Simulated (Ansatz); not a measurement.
Mulliken charges of CH₆BGe, SMILES `C[B][GeH3]` radical from ωB97M-V/def2-TZVPP in Ansatz (PBE0-D4/def2-TZVP geometry).

```tsv
atom	x (Å)	y (Å)	z (Å)	charge (e)
C1	-0.799	1.107	-0.998	-0.303
B2	-0.087	-0.220	-0.711	0.015
Ge3	0.751	-1.131	0.912	-0.097
H4	-1.378	1.137	-1.924	0.134
H5	0.029	1.827	-1.123	0.116
H6	-1.405	1.488	-0.169	0.125
H7	2.250	-1.358	0.643	0.007
H8	0.100	-2.515	1.091	0.007
H9	0.627	-0.382	2.262	-0.005
```

By hand: the dipole of these point charges (1 e Å = 4.8032 D).

Σ q r = (-0.176, 0.296, -0.205) e Å, of length 0.401 e Å = 1.93 D.

How does the dipole of the full density compare? (An estimate is asked.)

Ansatz gave: (-0.134, 0.283, -0.054) e Å, 1.53 D; the point charges give 1.26 times that, at 22° from its direction.

Point charges leave out the atoms' own dipoles, such as those of lone pairs, and Mulliken's split depends on the basis, so the two needn't agree.
